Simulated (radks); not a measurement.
Species: Tl XXXIII. Configuration: [Kr] 4d10 4f3 (the NIST ground configuration).

Calculated with a radial shooting solver on a logarithmic mesh with Libxc functionals: scalar-relativistic Kohn-Sham, LB94 model potential, spin-polarised, spherical densities, finite nucleus; open shells are filled with parallel spins first (spin-orbit coupling, left out, can overturn this in heavy ions); Fermi nuclear charge, rms radius 5.4759 fm.

Energy parts (hartree):
part                   energy
kinetic            22293.1156
electron-nucleus  -46993.9260
Hartree             5318.5325
(The LB94 potential has no energy functional, so no total or exchange-correlation energy is given.)

Orbitals (lengths in bohr, moments of r in powers of bohr; <r^-3> diverges for s and p1/2; r(90%) holds 90 % of the orbital's charge):
| orbital | occ. | eigenvalue (hartree) | <r^-3> | r(90%) | <r^2> | <r^4> |
|---|---|---|---|---|---|---|
| 1s up | 1 | -3199.239 | - | 0.0298 | 0.0003679 | 3.736e-07 |
| 1s down | 1 | -3199.239 | - | 0.0298 | 0.0003679 | 3.736e-07 |
| 2s up | 1 | -606.5937 | - | 0.107 | 0.005589 | 0.00005417 |
| 2s down | 1 | -606.5986 | - | 0.107 | 0.005589 | 0.00005417 |
| 2p up | 3 | -528.2702 | 28300 | 0.102 | 0.004739 | 0.00004456 |
| 2p down | 3 | -528.2742 | 28300 | 0.102 | 0.004739 | 0.00004457 |
| 3s up | 1 | -178.5970 | - | 0.259 | 0.03571 | 0.001911 |
| 3s down | 1 | -178.5871 | - | 0.259 | 0.03568 | 0.001907 |
| 3p up | 3 | -156.0029 | 6583 | 0.266 | 0.03676 | 0.002102 |
| 3p down | 3 | -155.9874 | 6589 | 0.266 | 0.03672 | 0.002097 |
| 3d up | 5 | -132.6276 | 805.3 | 0.249 | 0.03037 | 0.001600 |
| 3d down | 5 | -132.6202 | 805.8 | 0.249 | 0.03034 | 0.001595 |
| 4s up | 1 | -70.52397 | - | 0.532 | 0.1573 | 0.03483 |
| 4s down | 1 | -70.32833 | - | 0.532 | 0.1575 | 0.03493 |
| 4p up | 3 | -62.67560 | 1850 | 0.562 | 0.1738 | 0.04307 |
| 4p down | 3 | -62.48986 | 1845 | 0.563 | 0.1741 | 0.04324 |
| 4d up | 5 | -53.71624 | 214.2 | 0.583 | 0.1811 | 0.04870 |
| 4d down | 5 | -53.53528 | 213.6 | 0.583 | 0.1815 | 0.04896 |
| 4f up | 3 | -44.37393 | 50.33 | 0.571 | 0.1639 | 0.04364 |
| 4f down | 0 | -44.20322 | 50.41 | 0.572 | 0.1642 | 0.04388 |
| 5s up | 0 | -37.37963 | - | 0.943 | 0.5140 | 0.3545 |
| 5s down | 0 | -37.30299 | - | 0.944 | 0.5155 | 0.3567 |
| 5p up | 0 | -34.12002 | 706.6 | 0.997 | 0.5721 | 0.4418 |
| 5p down | 0 | -34.05050 | 704.3 | 0.999 | 0.5740 | 0.4449 |

The highest occupied level is 4f up at -1207.5 eV. Spin moment in Bohr magnetons: 3. The spin density at the nucleus is -3.24 e/bohr^3 (1s 0.06, 2s 2.28, 3s -27.33, 4s 21.75).
